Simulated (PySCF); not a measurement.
Input of a response calculation (the driver script's job line, then coordinates in Å):

```
{"job": {"kind": "uv", "xc": "B3LYP", "basis": "def2-SVPD", "ip": false}, "charge": 0, "multiplicity": 1}
C      2.302489    -1.312573     0.426808
O      1.376505    -0.806774    -0.498291
C      0.722797     0.338222    -0.182090
C     -0.634550     0.434333    -0.548741
C     -1.374183    -0.773615    -1.034586
C     -1.854957    -1.659268     0.097331
F     -2.663228    -0.997344     0.923037
F     -2.526202    -2.703261    -0.388311
F     -0.840180    -2.136265     0.826788
O     -1.294826     1.507956    -0.400070
B     -0.513305     2.796364    -0.101253
O      0.529519     2.396113     0.928962
C      1.166051     1.311321     0.713966
H      2.592352    -2.309611     0.072531
H      3.210946    -0.686950     0.486725
H      1.855729    -1.404088     1.432646
H     -2.257835    -0.446734    -1.597662
H     -0.721161    -1.379568    -1.675694
H      0.069098     3.107415    -1.133655
H     -1.268877     3.609339     0.378062
H      2.046583     1.138836     1.348053
```

Its output, with some lines taken out ([cut]) and without the SCF cycles:

```
converged SCF energy = -782.9888573494

[cut]

Singlet excitations
state   eV       nm        f      main configurations
  1   3.2567    380.7   0.04286   H->L 0.92
  2   4.3763    283.3   0.03897   H-1->L 0.82, H-2->L 0.13
[cut]
  4   5.8318    212.6   0.00325   H-3->L 0.98
  5   5.9420    208.7   0.00984   H->L+1 0.97
  6   6.2299    199.0   0.01793   H->L+2 0.47, H-4->L 0.42
  7   6.2740    197.6   0.02801   H->L+2 0.45, H-4->L 0.42
[cut]
[cut]
[cut]

Triplet excitations (Tamm-Dancoff, eV): 2.1233 3.8889 4.3362 5.2617
```

The calculation used TDDFT B3LYP/def2-SVPD, vertical, gas phase, core orbitals frozen in the response in PySCF 2.14.0, density-fitted response routines. Isolated species at its PBE0-D3(BJ)/def2-SVP geometry (one conformer only).

Problem. What stood in the cut lines?

Solution. 
```
Static polarisability (au): isotropic 101.722, principal 77.443 111.952 115.771
  3   4.7784    259.5   0.03286   H-2->L 0.84, H-1->L 0.10
  8   6.5136    190.3   0.09194   H->L+3 0.86
  9   6.5859    188.3   0.04934   H-5->L 0.82, H-4->L 0.09
 10   6.8103    182.1   0.01064   H->L+4 0.96
```

Problem. How much of the mean polarisability do the listed states account for?

Solution. The sum over states Σ f/ΔE² (ΔE in hartree) gives 9.33 au, 9% of the total; the rest comes from higher roots of the same response equations.

Problem. Give the energy of state 9 in hartree, cm⁻¹ and kJ/mol.

Solution. 0.24203 hartree, 53119 cm⁻¹, 635.4 kJ/mol.

Problem. What is the polarisability anisotropy, √(½[(α1 − α2)² + (α2 − α3)² + (α3 − α1)²])?

Solution. 36.57 au.

Problem. Write the structure that the coordinates describe.

Solution. `C1=[O+][BH2-]OC(=C1OC)CC(F)(F)F` (C6H8BF3O3), point group C1.

H and L stand for HOMO and LUMO.

Shape of the structure used: `[CH3:1][O:2][C:3]1=[C:4]([CH2:5][C:6]([F:7])([F:8])[F:9])[O:10][BH2-:11][O+:12]=[CH:13]1`: C1–O2–C3–C4 -142°, C3–C4–C5–C6 81°, C4–C5–C6–F7 59°.
